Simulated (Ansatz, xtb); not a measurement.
## Relative energy of two isomers of C6H8S

We compare X, `C=C/C=C\C=C\S`, a singlet, with Y, `C=C/C=C/C=C\S`, a singlet. Both are isolated molecules in the gas phase, relaxed with r2SCAN-D4/def2-SVP; the shapes shown needn't be the lowest conformers.

X (Å):

```xyz
15

C     1.5085    3.5658   -2.3077
C     0.9344    2.5751   -1.5929
C     1.5950    1.3346   -1.2598
C     1.0693    0.2982   -0.5425
C    -0.2487    0.2242    0.0306
C    -0.6803   -0.8550    0.7303
S    -2.2815   -0.9634    1.4347
H     2.5345    3.4728   -2.6804
H     0.9726    4.4900   -2.5380
H    -0.0952    2.7156   -1.2418
H     2.6232    1.2263   -1.6262
H     1.7094   -0.5779   -0.3780
H    -0.9294    1.0733   -0.1040
H    -0.0220   -1.7177    0.8807
H    -2.1322   -2.1914    1.9729
```

Y (Å):

```xyz
15

C    -1.6655    1.6993    3.1737
C    -0.5929    1.3621    2.4266
C    -0.5212    0.2005    1.5753
C     0.5668   -0.1305    0.8251
C     0.6436   -1.2864   -0.0245
C     1.7092   -1.6474   -0.7854
S     3.2140   -0.7420   -0.8645
H    -2.5719    1.0842    3.1720
H    -1.6668    2.5929    3.8029
H     0.2994    2.0023    2.4526
H    -1.4065   -0.4495    1.5391
H     1.4459    0.5276    0.8699
H    -0.2362   -1.9394   -0.0654
H     1.6653   -2.5506   -1.3999
H     3.8304   -1.5658   -1.7365
```

Estimate which is lower in electronic energy at CCSD(T)/def2-SVP + ΔMP2/def2-TZVPP, and by roughly how much.

CCSD(T)/def2-SVP + ΔMP2/def2-TZVPP gives E(Y) − E(X) = −1.55 kcal/mol, slightly favouring structure Y, which is too small a margin to settle the true order.

Level by level:

```
                             level            geometry  E(Y) − E(X) (kcal/mol)  departure from the last row (kcal/mol)  job, with rough time for the two
                          GFN2-xTB            GFN2-xTB                     −1.20                                   +0.36              optimisation, 0.12 s
                         HF/STO-3G            GFN2-xTB                     −1.11                                   +0.45              single point, 0.48 s
      r2SCAN-D4/def2-SVP//GFN2-xTB            GFN2-xTB                     −1.67                                   −0.12               single point, 6.6 s
                r2SCAN-D4/def2-SVP  r2SCAN-D4/def2-SVP                     −1.72                                   −0.17                optimisation, 45 s
                       HF/def2-SVP  r2SCAN-D4/def2-SVP                     −1.60                                   −0.05           part of the CCSD(T) run
                      MP2/def2-SVP  r2SCAN-D4/def2-SVP                     −1.53                                   +0.03           part of the CCSD(T) run
                  CCSD(T)/def2-SVP  r2SCAN-D4/def2-SVP                     −1.44                                   +0.11                      single point
CCSD(T)/def2-SVP + ΔMP2/def2-TZVPP  r2SCAN-D4/def2-SVP                     −1.55                                                     single point, 2.2 min
```

As drawn, both hold the same kinds of bond in the same numbers.

The largest departure from CCSD(T)/def2-SVP + ΔMP2/def2-TZVPP is that of HF/STO-3G, 0.45 kcal/mol. The last row adds to CCSD(T) the change of the MP2 difference between the two basis sets, here −0.11 kcal/mol.

With thermal terms from frequencies at re-optimised GFN2-xTB minima (ideal gas, soft modes damped towards free rotors, one conformer each, 298.15 K, 1 atm): on the last row, ΔE + ΔZPE = −1.56, ΔH = −1.63, ΔG = −1.47 kcal/mol.

The correlated steps freeze 11 core orbitals. Codes used: Ansatz 0.2.0, xtb 6.7.1; the last row on 2 threads of Arm Neoverse V2 on a shared host.
